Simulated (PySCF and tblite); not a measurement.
tetrahydropyran-4-one, C5H8O2, numbered as in [O:1]=[C:2]1[CH2:3][CH2:4][O:5][CH2:6][CH2:7]1.

Free energies: PBE0-D3(BJ)/pcSseg-1 (IEF-PCM, chloroform) on GFN2-xTB structures plus GFN2-xTB thermal terms, symmetry and mirror images included. Conformers within 3 kcal/mol (GFN2-xTB free energy) were kept, 5 at most. GIAO shieldings: PBE0/pcSseg-1 (IEF-PCM, chloroform). Shifts are against TMS (¹H), TMS (¹³C) at the same level. Programs: PySCF with density fitting and tblite.

The 6-ring runs over atoms 2–3–4–5–6–7. Of a mirror pair one member is shown.

```tsv
conformer	shape	weight %	dipole D
1	6-ring chair	99.7	2.16
2	6-ring twist-boat (ring torsions 60, -29, -30, 60, -27, -27°)	0.3	1.73
```

(1) How do the computed shifts compare with measured ones?

## Answers

(1) 
```
nucleus  signal  leading conformer  average  measured  medium
     ¹H   H3/H7               2.45     2.45       2.5   CDCl3
     ¹H   H4/H6               4.21     4.21      3.98   CDCl3
    ¹³C      C2              216.9    216.9     206.5   CDCl3
    ¹³C   C3/C7               48.8     48.7      42.9   CDCl3
    ¹³C   C4/C6               74.2     74.2      67.9   CDCl3
```

Measured values: Stadelmann, Balmer, Riniker, Ebert, PCCP 2022. Mean difference for ¹H: 0.09 ppm, scatter 0.14 ppm. Mean difference for ¹³C: 7.50 ppm, scatter 2.06 ppm. The computed shifts are unscaled and lack vibrational corrections.


Conformer gaps in pcSseg-1 on xTB geometries can be 2 kcal/mol off for S=O, P=O and other polar bonds.